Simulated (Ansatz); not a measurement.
`[OH][W]([F])([F])(=[S])[Cl]` and `[OH][Mo]([F])([F])(=[S])[Cl]` differ in one element.

Ansatz, PBE0-D4/def2-TZVP geometries, multiplicity 1. Each molecule was computed in one conformer, which needn't be the lowest.

Elements past krypton have def2 core potentials.

```json
{"property": "HOMO–LUMO gap (B3LYP/def2-TZVPP) / eV", "`[OH][W]([F])([F])(=[S])[Cl]`": "4.51"}
{"property": "size of the dipole moment (PBE/def2-TZVPP) / D", "`[OH][W]([F])([F])(=[S])[Cl]`": "2.55"}
{"property": "LUMO energy (B3LYP/def2-TZVPP) / eV", "`[OH][W]([F])([F])(=[S])[Cl]`": "-3.81"}
{"property": "HOMO energy (ωB97M-V/def2-TZVPP) / eV", "`[OH][W]([F])([F])(=[S])[Cl]`": "-10.64"}
{"property": "zero-point energy (PBE0-D4/def2-TZVP) / kJ/mol", "`[OH][W]([F])([F])(=[S])[Cl]`": "57.2"}
{"property": "HOMO energy (PBE/def2-TZVPP) / eV", "`[OH][W]([F])([F])(=[S])[Cl]`": "-7.30"}
```

Question: Give the same properties after the change, and the shifts. (Estimate.)

Answer: Computed: 
| property | `[OH][Mo]([F])([F])(=[S])[Cl]` | shift |
| --- | --- | --- |
| HOMO–LUMO gap (B3LYP/def2-TZVPP) / eV | 4.39 | -0.12 |
| size of the dipole moment (PBE/def2-TZVPP) / D | 2.21 | -0.34 |
| LUMO energy (B3LYP/def2-TZVPP) / eV | -4.27 | -0.46 |
| HOMO energy (ωB97M-V/def2-TZVPP) / eV | -11.00 | -0.36 |
| zero-point energy (PBE0-D4/def2-TZVP) / kJ/mol | 55.9 | -1.3 |
| HOMO energy (PBE/def2-TZVPP) / eV | -7.61 | -0.31 |

With PBE0 the HOMO falls by 0.35 eV and the LUMO falls by 0.43 eV, so the gap narrows by about 0.08 eV. PBE moves the HOMO by -0.31 eV and ωB97M-V by -0.36 eV. Dipoles are sizes alone; their direction can turn.

B3LYP here is the variant with VWN-RPA as its local correlation; programs differ in this.
